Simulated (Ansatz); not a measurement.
Ansatz (a program for electronic structure) input (B3LYP-D3(BJ)/def2-TZVP):

Ansatz 0.2 input:
```yaml
crystal:
  periodic: [false, false, false]
  atoms:
    - {symbol: C, position_ang: [1.86483372, 0.67958660, -0.34726788]}
    - {symbol: C, position_ang: [0.77567286, -0.26581566, -0.05734773]}
    - {symbol: C, position_ang: [-0.61007039, 0.43041280, -0.22818336]}
    - {symbol: C, position_ang: [-1.75008395, -0.56692677, -0.08011241]}
    - {symbol: O, position_ang: [0.87890456, -0.86117676, 1.21496066]}
    - {symbol: H, position_ang: [2.01531602, 1.03554370, -1.34625130]}
    - {symbol: H, position_ang: [2.45990522, 1.09033773, 0.44588003]}
    - {symbol: H, position_ang: [0.79741625, -1.10776290, -0.76502853]}
    - {symbol: H, position_ang: [-0.69538177, 1.21141147, 0.53142093]}
    - {symbol: H, position_ang: [-0.64224475, 0.90443276, -1.20940749]}
    - {symbol: H, position_ang: [-1.64925160, -1.11098864, 0.85558512]}
    - {symbol: H, position_ang: [-2.70777534, -0.05151382, -0.08550127]}
    - {symbol: H, position_ang: [-1.73700330, -1.28496664, -0.89658431]}
    - {symbol: H, position_ang: [0.98441252, -0.16320045, 1.87115331]}
basis:
  gaussian:
    orbitals: def2-TZVP
hamiltonian:
  xc: b3lyp
  dispersion: d3bj
magnetization: {spin_polarized: true, initial_magnetization: 1}
relax: {f_tol: 0.002, max_steps: 150}
```

End of the output:

```
these checks for a lower state are left out or cut short: starts, cluster_reference, orbital_swaps, neighbouring_geometries, increment
integrals: 0.12 GiB planned
1267 factors; their error is unknown
0.29 GiB of the device are held for the grids
1.02 GiB of device memory are held for the factors and their scratch space
mean field: 1.22 GiB planned
mean field -6342.92335343 eV, -233.0981338505 hartree, gradient 1.5e-5 eV, S^2 0.753949; 0 other end points of the search recorded, 0 dependent functions left out
the calculation of the forces begins
reference -6342.92364035 eV, -233.0981443948 hartree; 21, 20 occupied and 188, 189 virtual orbitals, 1267 factors
relax step  18: F+E_penalty+E_count = -6343.36385478 eV  Δ(F+E_penalty+E_count) = -4.043e-6 eV  max|allowed force component| = 2.544e-3 eV/Å  Δτ_max = 0.0028 Å  (35 SCF iters, accepted)
these checks for a lower state are left out or cut short: starts, cluster_reference, orbital_swaps, neighbouring_geometries, increment
integrals: 0.12 GiB planned
1267 factors; their error is unknown
0.29 GiB of the device are held for the grids
1.02 GiB of device memory are held for the factors and their scratch space
mean field: 1.22 GiB planned
mean field -6342.92335101 eV, -233.0981337616 hartree, gradient 1.5e-5 eV, S^2 0.753949; 0 other end points of the search recorded, 0 dependent functions left out
the calculation of the forces begins
reference -6342.92363791 eV, -233.0981443052 hartree; 21, 20 occupied and 188, 189 virtual orbitals, 1267 factors
relax step  19: F+E_penalty+E_count = -6343.36385598 eV  Δ(F+E_penalty+E_count) = -1.198e-6 eV  max|allowed force component| = 9.173e-4 eV/Å  Δτ_max = 0.0016 Å  (34 SCF iters, accepted)
integrals: 0.12 GiB planned
1267 factors; their error is unknown
0.29 GiB of the device are held for the grids
1.02 GiB of device memory are held for the factors and their scratch space
mean field: 1.22 GiB planned
mean field evaluation 160: about -6342.6116 eV, gradient 9.6e0 eV
mean field -6342.92335101 eV, -233.0981337616 hartree, gradient 1.5e-5 eV, S^2 0.753949; 1 other end points of the search recorded, 0 dependent functions left out
the calculation of the forces begins
reference -6342.92363791 eV, -233.0981443052 hartree; 21, 20 occupied and 188, 189 virtual orbitals, 1267 factors
Total energy: -6343.36414288 eV, -233.1143325643 hartree
Atom 0 at     1.872715     0.713062    -0.307944 Å, force     0.000844     0.000274     0.000001 eV/Å
Atom 1 at     0.758479    -0.227152    -0.032201 Å, force    -0.000408     0.000760    -0.000917 eV/Å
Atom 2 at    -0.618858     0.396161    -0.274577 Å, force     0.000321    -0.000759     0.000011 eV/Å
Atom 3 at    -1.764938    -0.591156    -0.090935 Å, force    -0.000401     0.000138     0.000322 eV/Å
Atom 4 at     0.868046    -0.778570     1.290792 Å, force    -0.000187    -0.000131     0.000574 eV/Å
Atom 5 at     1.724171     1.606695    -0.898475 Å, force    -0.000376    -0.000306     0.000058 eV/Å
Atom 6 at     2.874501     0.458102     0.010235 Å, force     0.000179    -0.000157     0.000044 eV/Å
Atom 7 at     0.851686    -1.111474    -0.679510 Å, force    -0.000210     0.000333     0.000223 eV/Å
Atom 8 at    -0.738494     1.246650     0.405644 Å, force    -0.000427     0.000343     0.000068 eV/Å
Atom 9 at    -0.633087     0.806911    -1.288926 Å, force     0.000306    -0.000270     0.000122 eV/Å
Atom 10 at    -1.749361    -1.019638     0.911136 Å, force     0.000226     0.000074    -0.000035 eV/Å
Atom 11 at    -2.730315    -0.105504    -0.242017 Å, force    -0.000170    -0.000025     0.000046 eV/Å
Atom 12 at    -1.689423    -1.414517    -0.805341 Å, force     0.000176    -0.000024    -0.000287 eV/Å
Atom 13 at     0.959529    -0.040197     1.905434 Å, force     0.000124    -0.000249    -0.000230 eV/Å
Dipole moment:    -0.021049     0.302443    -0.101015 e Å
```

It need not be the lowest isomer of its formula.
